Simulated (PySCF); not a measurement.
**Electron correlation in Ru (ruthenium, neutral)**

[Kr] 4d6 5s2, high-spin 5D determinant (an excited configuration). All numbers are calculated (PySCF 2.14, the spin-free X2C one-electron Hamiltonian (Gaussian nucleus), in x2c-TZVPPall with one added diffuse shell each of s, p, d, f type (9s7p7d3f1g, 95 functions)). Frozen: [Ar] 3d10; 16 electrons correlated.

```tsv
level	correlation energy (mhartree)
CCSD	-480.11
(T)	-16.75
CCSD(T)	-496.86
```

Diagnostics: T1 = 0.023, D1 = 0.1134, largest double amplitude 0.055.

Task: Is a single reference adequate?

Result: Yes, within this model without spin-orbit coupling: T1 lies below 0.03 and no double amplitude reaches 0.07.

This basis was not built for core-valence correlation, so the inner-shell part is incomplete.
